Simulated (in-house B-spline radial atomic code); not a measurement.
RPA and G0W0 for Kr8+, [Ar] 3d10, as one setting changes: the share of exact exchange in the PBE hybrid start. A dash marks a level of low quasi-particle weight. Computed with an all-electron radial atomic-structure program (B-spline basis): all electrons, scalar-relativistic (spin-free one-electron X2C), finite nucleus, each spin shell either full or empty, empty states to l = 9 with an (l + 1/2)⁻⁴ tail; G0W0 by contour deformation at full frequency.

| share of exact exchange in the PBE hybrid start | mean-field level (eV) | G0W0 level (eV) | RPA correlation (Eh) |
| --- | --- | --- | --- |
| 0 | -215.19 | 3d -234.12 | -2.1495 |
| 0.1 | -217.40 | 3d -234.14 | -2.1336 |
| 0.2 | -219.62 | 3d -234.16 | -2.1181 |
| 0.3 | -221.85 | 3d -234.17 | -2.1029 |
| 0.4 | -224.07 | 3d -234.18 | -2.088 |
| 0.5 | -226.30 | 3d -234.18 | -2.0734 |
| 0.6 | ? | ? | ? |
| 0.7 | ? | ? | ? |
| 0.8 | -233.00 | 3d -234.15 | -2.0313 |
| 0.9 | -235.24 | 3d -234.13 | -2.0178 |
| 1 | -237.49 | 3d -234.11 | -2.0045 |

Task: What belongs in the row for 0.6?

Result: mean-field level (eV): -228.53; G0W0 level (eV): 3d -234.17; RPA correlation (Eh): -2.0591.

Task: What belongs in the row for 0.7?

Result: mean-field level (eV): -230.77; G0W0 level (eV): 3d -234.16; RPA correlation (Eh): -2.045.

Task: At what share of exact exchange does G0W0 leave the highest level unchanged?

Result: Near 0.85, where the shift changes sign (-1.142 eV at 0.8, +1.117 eV at 0.9).
